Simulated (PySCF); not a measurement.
## Calculated data, CH3BClGe, GeH3O3, CH9BGeSi, CH9AlGeSi and others

Calculation on a computer-drawn molecule: optimised geometry and harmonic frequencies of an isolated molecule of the commonest isotopes, restricted reference for singlets and unrestricted otherwise, frozen core in MP2; on germanium a core potential holds 10 electrons, which the energies leave out, and 3d is frozen in MP2 and coupled-cluster steps. Program: PySCF 2.14.0.

(1) CH3BClGe

Start structure:
```xyz
7
CH3BClGe
Cl    -3.1316    -0.3397     0.6459
B     -1.7978    -0.6659    -0.1865
C     -0.5536    -0.6610    -0.7494
Ge     0.7797     0.8634    -0.2844
H     -0.1033    -1.3146    -1.5267
H      1.9798     0.0053     0.1448
H      0.2036     1.2717     1.1239
```

Settings of this run: charge 0, multiplicity 2, method HF, basis cc-pV(D+d)Z and basis and core potential on germanium cc-pVDZ-PP ECP10MDF.

It finds rotational constants 18.5, 1.063, 1.01 GHz; total energy -817.1410 hartree; spin squared 0.7705; convergence status largest gradient component 3.88e-05 hartree/bohr.

Drawn bonds:
| atom | other atom | order |
| --- | --- | --- |
| 1 | 2 | 1 |
| 2 | 3 | 2 |
| 3 | 4 | 1 |
| 3 | 5 | 1 |
| 4 | 6 | 1 |
| 4 | 7 | 1 |

Optimised structure:
```xyz
7
CH3BClGe
Cl    -3.2938    -0.5275     0.5949
B     -1.7776    -0.5953    -0.1657
C     -0.5255    -0.6003    -0.7458
Ge     0.7975     0.6913    -0.1774
H     -0.2481    -1.2826    -1.5407
H      2.1410     0.0132     0.1483
H      0.2834     1.4603     1.0539
```

Modes:
| frequency (cm⁻¹) | reduced mass (dalton) |
| --- | --- |
| 74.58 | 7.09 |
| 163.6 | 1.23 |
| 359.2 | 5.201 |
| 396.4 | 9.134 |
| 515.9 | 1.367 |
| 569.6 | 1.592 |
| 698.5 | 1.478 |
| 721 | 1.653 |
| 761.6 | 2.809 |
| 918.3 | 1.03 |
| 1045 | 1.299 |
| 1694 | 9.883 |
| 2157 | 1.016 |
| 2172 | 1.025 |
| 3350 | 1.09 |

(2) GeH3O3

Start structure:
```xyz
7
GeH3O3
O     -1.0648     0.8347    -1.7369
Ge    -1.7885     0.9855     0.0399
O     -0.3413     2.0283     0.7562
O     -1.1594    -0.7111     0.6245
H     -0.6726    -0.0211    -1.8299
H      0.3330     2.2135    -0.0490
H     -0.3412    -0.5038     1.1025
```

Settings of this run: charge -1, multiplicity 1, method HF, basis aug-cc-pVDZ and basis and core potential on germanium aug-cc-pVDZ-PP ECP10MDF.

Results for GeH3O3: rotational constants 5.112, 5.111, 3.874 GHz; total energy -519.8534 hartree; convergence status largest gradient component 4.019e-05 hartree/bohr.

Drawn bonds:
| atom | other atom | order |
| --- | --- | --- |
| 1 | 2 | 1 |
| 2 | 3 | 1 |
| 2 | 4 | 1 |
| 1 | 5 | 1 |
| 3 | 6 | 1 |
| 4 | 7 | 1 |

Optimised structure:
```xyz
7
GeH3O3
O     -1.0897     0.8383    -1.7088
Ge    -1.8012     1.0110     0.0239
O     -0.3456     2.0010     0.6870
O     -1.1430    -0.6459     0.6238
H     -0.6241     0.0173    -1.7430
H      0.2793     2.0896    -0.0156
H     -0.3106    -0.4852     1.0401
```

Modes:
| frequency (cm⁻¹) | reduced mass (dalton) |
| --- | --- |
| 187.8 | 2.654 |
| 188.5 | 2.684 |
| 293.3 | 1.465 |
| 293.9 | 1.483 |
| 294.2 | 5.16 |
| 430.3 | 1.058 |
| 537.4 | 9.96 |
| 537.5 | 9.962 |
| 592.7 | 13.1 |
| 901.2 | 1.13 |
| 901.6 | 1.13 |
| 930.3 | 1.162 |
| 4149 | 1.066 |
| 4152 | 1.066 |
| 4153 | 1.066 |

(3) CH9BGeSi

Start structure:
```xyz
13
CH9BGeSi
C     -2.8226     0.8846     1.4542
B     -1.4179     0.3042     1.2100
Si     0.0160     0.6139     2.4574
Ge     0.7979     2.7576     2.1200
H     -3.0515     1.0778     2.5013
H     -2.8330     1.8594     1.0011
H     -3.6521     0.3545     1.0355
H     -1.2433    -0.2379     0.2448
H      1.2297    -0.2646     2.4047
H     -0.2612     0.5987     3.8203
H      2.0495     3.2599     2.8109
H     -0.2167     3.8944     2.3143
H      1.2075     3.1258     0.6541
```

It was run with charge 0, multiplicity 1, method HF, basis cc-pV(D+d)Z and basis and core potential on germanium cc-pVDZ-PP ECP10MDF.

Results for CH9BGeSi: rotational constants 6.532, 1.272, 1.145 GHz; total energy -650.0869 hartree; convergence status largest gradient component 1.744e-05 hartree/bohr.

Drawn bonds:
| atom | other atom | order |
| --- | --- | --- |
| 1 | 2 | 1 |
| 2 | 3 | 1 |
| 3 | 4 | 1 |
| 1 | 5 | 1 |
| 1 | 6 | 1 |
| 1 | 7 | 1 |
| 2 | 8 | 1 |
| 3 | 9 | 1 |
| 3 | 10 | 1 |
| 4 | 11 | 1 |
| 4 | 12 | 1 |
| 4 | 13 | 1 |

Optimised structure:
```xyz
13
CH9BGeSi
C     -2.9963     0.8110     1.4704
B     -1.4892     0.5237     1.1161
Si     0.0528     0.7405     2.4373
Ge     1.0566     2.9160     2.1186
H     -3.1621     1.3960     2.3770
H     -3.5526     1.2556     0.6407
H     -3.4474    -0.1799     1.6401
H     -1.2286     0.1495     0.0012
H      1.1197    -0.2743     2.2360
H     -0.3948     0.6629     3.8535
H      2.2100     3.1340     3.1059
H      0.0239     4.0313     2.3373
H      1.6103     3.0620     0.6944
```

Modes:
| frequency (cm⁻¹) | reduced mass (dalton) |
| --- | --- |
| 37.74 | 2.909 |
| 81.06 | 1.063 |
| 90.62 | 1.156 |
| 132.4 | 2.237 |
| 230.1 | 2.101 |
| 350.6 | 7.4 |
| 385.6 | 1.066 |
| 468.2 | 1.141 |
| 550.1 | 1.771 |
| 599.9 | 1.346 |
| 644.9 | 1.402 |
| 724.2 | 1.081 |
| 766.5 | 1.176 |
| 879.6 | 1.167 |
| 896.2 | 1.224 |
| 932 | 1.458 |
| 967.5 | 1.018 |
| 967.9 | 1.018 |
| 1023 | 1.056 |
| 1069 | 2.338 |
| 1206 | 1.565 |
| 1428 | 1.302 |
| 1533 | 1.047 |
| 1571 | 1.072 |
| 2198 | 1.023 |
| 2203 | 1.023 |
| 2215 | 1.012 |
| 2277 | 1.044 |
| 2284 | 1.037 |
| 2670 | 1.092 |
| 3126 | 1.052 |
| 3210 | 1.079 |
| 3256 | 1.104 |

(4) CH9AlGeSi

Start structure:
```xyz
13
CH9AlGeSi
Al    -0.5501     1.2259    -1.7374
C     -0.0268     0.1598    -0.1519
Si    -1.4554    -0.6616     0.7586
Ge     1.1680    -1.1158    -1.0377
H      0.3355     2.2097    -2.5132
H     -1.9455     0.9337    -2.4718
H      0.6328     0.7968     0.5745
H     -2.2233     0.3378     1.5028
H     -0.8666    -1.6570     1.7841
H     -2.2665    -1.4581    -0.1451
H      2.3491    -0.5195    -1.7005
H      1.8438    -2.1310     0.0179
H      0.4719    -1.9523    -2.0717
```

Here we set charge 0, multiplicity 1, method HF, basis cc-pV(D+d)Z and basis and core potential on germanium cc-pVDZ-PP ECP10MDF.

Results for CH9AlGeSi: rotational constants 2.686, 1.723, 1.12 GHz; total energy -867.3256 hartree; convergence status largest gradient component 1.954e-06 hartree/bohr.

Drawn bonds:
| atom | other atom | order |
| --- | --- | --- |
| 1 | 2 | 1 |
| 2 | 3 | 1 |
| 2 | 4 | 1 |
| 1 | 5 | 1 |
| 1 | 6 | 1 |
| 2 | 7 | 1 |
| 3 | 8 | 1 |
| 3 | 9 | 1 |
| 3 | 10 | 1 |
| 4 | 11 | 1 |
| 4 | 12 | 1 |
| 4 | 13 | 1 |

Optimised structure:
```xyz
13
CH9AlGeSi
Al    -0.5568     1.3304    -1.7205
C     -0.0053     0.0889    -0.3001
Si    -1.4013    -0.6475     0.7199
Ge     1.1900    -1.3162    -1.0251
H     -0.0610     2.8307    -1.6799
H     -1.4642     0.8215    -2.9108
H      0.6183     0.6733     0.3909
H     -2.1752     0.4271     1.3949
H     -0.8937    -1.5669     1.7694
H     -2.3361    -1.4075    -0.1449
H      2.0548    -0.7469    -2.1653
H      2.1258    -1.8365     0.0708
H      0.3715    -2.4820    -1.5908
```

Modes:
| frequency (cm⁻¹) | reduced mass (dalton) |
| --- | --- |
| 53.14 | 1.109 |
| 82.27 | 1.031 |
| 109.2 | 1.26 |
| 118.6 | 2.56 |
| 146.1 | 3.563 |
| 201.1 | 2.783 |
| 415.9 | 2.871 |
| 516.9 | 1.189 |
| 581.4 | 1.28 |
| 586.7 | 1.231 |
| 628.2 | 1.376 |
| 635.2 | 1.303 |
| 772 | 1.617 |
| 797.9 | 1.852 |
| 842.2 | 1.192 |
| 848.2 | 1.793 |
| 937.6 | 1.06 |
| 965.1 | 1.023 |
| 969.5 | 1.027 |
| 1027 | 1.075 |
| 1034 | 1.06 |
| 1044 | 1.066 |
| 1071 | 1.285 |
| 1140 | 1.246 |
| 1986 | 1.06 |
| 1990 | 1.024 |
| 2177 | 1.022 |
| 2216 | 1.024 |
| 2229 | 1.013 |
| 2276 | 1.048 |
| 2288 | 1.044 |
| 2305 | 1.027 |
| 3159 | 1.082 |

(5) BGeH4O

Start structure:
```xyz
7
BGeH4O
O      0.2118    -1.8057    -0.2411
B      0.4226    -0.7700     0.6623
Ge     1.0902    -1.0146     2.6212
H      0.0611    -1.4881    -1.1141
H      0.3605     0.3471     0.1531
H      0.2711    -2.2795     3.1287
H      0.2440     0.1294     3.3365
```

Here we set charge -1, multiplicity 1, method MP2, basis aug-cc-pVDZ and basis and core potential on germanium aug-cc-pVDZ-PP ECP10MDF.

It finds rotational constants 38.83, 3.135, 2.962 GHz; total energy -395.6894 hartree; convergence status largest gradient component 1.35e-05 hartree/bohr.

Drawn bonds:
| atom | other atom | order |
| --- | --- | --- |
| 1 | 2 | 1 |
| 2 | 3 | 1 |
| 1 | 4 | 1 |
| 2 | 5 | 1 |
| 3 | 6 | 1 |
| 3 | 7 | 1 |

Optimised structure:
```xyz
7
BGeH4O
O      0.1983    -1.8316    -0.2497
B      0.3912    -0.7675     0.6751
Ge     1.0617    -1.0143     2.6031
H      0.0891    -1.4690    -1.1383
H      0.3703     0.3491     0.1517
H      0.2900    -2.2860     3.1572
H      0.2605     0.1379     3.3475
```

Modes:
| frequency (cm⁻¹) | reduced mass (dalton) |
| --- | --- |
| 219.7 | 4.464 |
| 244.3 | 1.316 |
| 328 | 1.156 |
| 471.4 | 1.724 |
| 540.8 | 1.183 |
| 637.7 | 1.497 |
| 808.6 | 1.265 |
| 893.3 | 1.109 |
| 989.2 | 1.056 |
| 1075 | 4.132 |
| 1229 | 1.583 |
| 1908 | 1.02 |
| 1912 | 1.021 |
| 2408 | 1.088 |
| 3824 | 1.066 |
